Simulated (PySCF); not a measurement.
NMR data sheet: C₅H₇F₃O₂

* Formula: C5H7F3O2
* SMILES: FC(F)(F)C1OCCCO1
* Degrees of unsaturation: 1
* Carbon signals: 4
* Proton signals: 5

Mapped SMILES: `[F:1][C:2]([F:3])([F:4])[CH:5]1[O:6][CH2:7][CH2:8][CH2:9][O:10]1`. Each H is labelled by its parent atom. Ha(C7), Ha(C8), Ha(C9) are cis to C2 on the ring; Hb(C7), Hb(C8), Hb(C9) are trans to C2 on the ring.

PySCF 2.14 calculation with structure optimised with PBE0-D3(BJ)/def2-SVP and shieldings: GIAO CAM-B3LYP/pcSseg-1; gas phase, averaged over atoms made equivalent by symmetry, fast rotation or ring inversion, one conformer, relativity neglected.

References, each an isolated molecule treated in the same way: TMS for 1H (31.33 ppm), 13C (182.45 ppm); 19F (189.10 ppm) vs CFCl3; 17O (338.55 ppm) against H2O.

| carbon | δC, type | δH (multiplicity) | HMBC from (2–3 bonds) | span of the C tensor (ppm) |
| --- | --- | --- | --- | --- |
| C2 | 131.7, C | – | H(C5) | 12 |
| C5 | 93.1, CH | 4.60 (m) | Ha(C7)/Ha(C9), Hb(C7)/Hb(C9) | 24 |
| C7/C9 | 62.4, CH2 | Ha(C7) 4.11 (m); Hb(C7) 3.77 (m) | H(C5), Ha(C7)/Ha(C9), Hb(C7)/Hb(C9), Hb(C8), Ha(C8) | 56 |
| C8 | 27.3, CH2 | Ha(C8) 0.95 (m); Hb(C8) 2.14 (m) | Ha(C7)/Ha(C9), Hb(C7)/Hb(C9) | 21 |

Other nuclei:
```
   atoms  nucleus              environment  δ (ppm)  σ (ppm)
F1/F3/F4      19F  fluorine of a CF3 group    -75.1    264.2
  O6/O10      17O             ether oxygen     55.4    283.2
```

- Carbon types of the structure: 1 × C, 1 × CH, 3 × CH2, which accounts for all hydrogens.
- δC 131.7: CF3 carbon; 3 electronegative neighbours deshield it.
- δC 93.1: sp3 carbon bearing two oxygens; 2 electronegative neighbours deshield it.
- δC 62.4: sp3 CH2 bonded to O; deshielded by the electronegative neighbour.
- δC 27.3: sp3 CH2 in a ring; a saturated carbon with 2 carbon neighbours and no heteroatom attached.
- δH 4.11, 3.77: hydrogen on an sp3 CH2 bonded to O; its carbon carries O, which withdraws density.

Splittings by 19F in the carbon and heteronuclear signals aren't shown, as no couplings were computed. Shifts are as computed, not scaled to solution data. Of 1211 compounds with measured shifts, 218 miss one by over three times the rms of a fit or turn the order of signals round; such compounds aren't used in these exercises. Unscaled 19F shifts against computed CFCl3 carry errors that often reach 10 to 50 ppm. Experimental scales use liquid or dissolved standards, which lie at an offset from isolated H2O (liquid H2O: subtract about 36 ppm). No couplings were computed; multiplicities are counted from neighbouring protons, with m where these are inequivalent, close in shift, in a saturated or five-membered ring or joined by F or P, and br s for small geminal =CH2 splittings.
